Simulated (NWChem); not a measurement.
GaH₃O₃; SMILES [OH][Ga]([OH])[OH]

```xyz
7

Ga     0.0000     0.0000     0.0000
O      1.7741     0.0000     0.0000
H      2.1514    -0.8860     0.0000
O     -0.8870    -1.5364     0.0000
H     -1.8430    -1.4202     0.0000
O     -0.8870     1.5364     0.0000
H     -0.3084     2.3062     0.0000
```
Atoms are numbered in this order, from 1.

Computed with NWChem. Pople sets run with spherical d functions. Coordinates come from a PBE0/def2-SVP optimisation.

**Question.** Predict the results for B3LYP/6-31G*. Quantities: highest occupied level (eV); orbital gap (eV).

**Answer.** 
```yaml
highest occupied level (eV): -8.31
orbital gap (eV): 7.10
```
